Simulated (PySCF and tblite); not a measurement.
Values are calculated unless marked as measured or tabulated.
C₆H₁₁NOSi, numbered as in [CH3:1][CH:2]([CH3:3])[c:4]1[n:5][c:6]([SiH3:7])[cH:8][o:9]1.

Conformers came from 60 starts (ETKDG and KDG, MMFF94s, GFN2-xTB); geometries are GFN2-xTB. Weights use B3LYP-D3(BJ)/def2-SVP (IEF-PCM, acetone) energies plus GFN2-xTB zero-point and thermal terms (modes under about 100 cm⁻¹ blended into free rotors). Symmetry numbers and mirror images are counted. Conformers within 2.5 kcal/mol (GFN2-xTB free energy) were kept, 2 at most. GIAO shieldings: B97-2/pcSseg-1 (IEF-PCM, acetone). Shifts are against TMS (¹H), TMS (¹³C), TMS (²⁹Si) at the same level. Run with PySCF (density fitting) and tblite.

(1) What shifts does this protocol give at 298.15 K under fast conformational exchange?

(2) How do the conformers differ?

Unscaled ²⁹Si shifts at such levels can be off by tens of ppm; differences between conformers or isomers are more reliable. Shifts are unscaled: against experiment ¹³C can be off by 15 ppm or more and ¹H by 0.8 ppm.

Answers

(1) ¹H: 8.00 (H8, 1H), 4.30 (H7, 3H), 3.25 (H2, 1H), 1.42 (H1/H3, 6H) ppm. ¹³C: 176.8 (C4), 151.7 (C8), 133.9 (C6), 34.4 (C2), 25.0 (C1/C3) ppm. ²⁹Si: -84.2 (Si7) ppm.

(2) Torsions listed: C1–C2–C4–O9.
```tsv
conformer	shape	weight %
1	-119°	63.8
2	61°	36.2
```

```csv
signal,1,2,average
H1/H3,1.43,1.39,1.42
H2,3.20,3.34,3.25
H7,4.30,4.29,4.30
H8,7.95,8.08,8.00
C1/C3,25.7,23.8,25.0
C2,33.6,35.9,34.4
C4,177.6,175.2,176.8
C6,134.4,133.1,133.9
C8,150.9,153.1,151.7
Si7,-84.2,-84.1,-84.2
```
